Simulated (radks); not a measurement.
Effect of the nuclear size on the neodymium ion Nd2+, [Xe] 4f4. All-electron calculation, Dirac Kohn-Sham, LDA (Slater exchange, Perdew-Wang correlation), spin-unpolarised, spherical densities, finite nucleus; open shells fill j = l - 1/2 first; Fermi nuclear charge, rms radius 4.9123 fm. Program: a radial shooting solver on a logarithmic mesh with Libxc functionals. The rms radius is varied about that value; shifts are against it.

rms radius (fm)	total energy shift (eV)	density at nucleus (e/bohr^3)	1s1/2 shift (meV)	2s1/2 shift (meV)	4p1/2 shift (meV)	5s1/2 shift (meV)	5p1/2 shift (meV)	4f5/2 shift (meV)	6s1/2 (empty) shift (meV)
4.313	-2.96	4.65e+05	-1230	-153	0.252	-1.22	0.055	0.156	-0.206
4.7256	-0.955	4.557e+05	-396	-49.3	0.081	-0.393	0.018	0.050	-0.066
4.9123	0	4.517e+05	0.000	0.000	0.000	0.000	0.000	0.000	0.000
5.2316	1.70	4.455e+05	705	87.7	-0.144	0.699	-0.032	-0.089	0.118
5.8113	5.00	4.352e+05	2070	258	-0.424	2.05	-0.093	-0.263	0.347

Slopes of the eigenvalues against <r^2> in GHz/fm^2, as finite differences over the two radii next to the reference (eigenvalue slopes, not the field-shift constants of lines): 1s1/2 52900, 2s1/2 6580, 4p1/2 -10.8, 5s1/2 52.4, 5p1/2 -2.39, 4f5/2 -6.70, 6s1/2 (empty) 8.85.
